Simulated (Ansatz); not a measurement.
`N[SiH](F)S` → `NS` + `F[SiH]` at 400 K and 1 bar (silylene formation by 1,1-elimination).

Computed with Ansatz on PBE0-D4/def2-TZVP structures; ΔE is electronic, products minus reactants. CCSD(T)/CBS is the MP2 limit (def2-TZVPP, def2-QZVPP) plus CCSD(T) − MP2 in def2-TZVPP, frozen cores. This one scheme is used for every species. One conformer a species, not always the lowest.

```csv
species,CCSD(T)/CBS energy (Eh),H − E (kJ/mol),S (J/(mol·K))
`N[SiH](F)S`,-843.89255,155.6,354.5
`NS`,-454.25783,110.0,262.0
`F[SiH]`,-389.46371,36.4,250.8
```

H − E and S are ideal-gas, rigid-rotor, harmonic terms from PBE0-D4/def2-TZVP, for one conformer and one mirror image of each species. 1 Eh = 2625.50 kJ/mol, R = 8.31446 J/(mol·K).

Task: By hand: ΔE, ΔH, ΔS and ΔG.

Result: ΔE = (-454.25783) + (-389.46371) − (-843.89255) = 0.17101 Eh = 449.0 kJ/mol. Δ(H − E) = 110.0 + 36.4 − 155.6 = -9.2, so ΔH = 439.8 kJ/mol. ΔS = 262.0 + 250.8 − 354.5 = 158.3 J/(mol·K). ΔG = 439.8 − 400 × (158.3)/1000 = 376.5 kJ/mol.

Task: By hand: the equilibrium constant, and the temperature at which ΔG would vanish if ΔH and ΔS stayed fixed.

Result: log₁₀ K = −ΔG/(RT ln 10) = -49.2. ΔG = 0 at ΔH/ΔS = 2778 K, far beyond where these terms or the molecules hold.

The number of gas molecules changes by +1, which sets the sign of ΔS. A doubt of 5 kJ/mol in ΔE shifts log₁₀ K by 0.7 here. Other conformers and mirror images would add mixing entropy, several J/(mol·K) or more a flexible species. These are equilibria of isolated gas molecules and say nothing of rates. Largest T1 diagnostic: 0.015 (customary marks: 0.02 for closed shells, 0.045 for open ones).
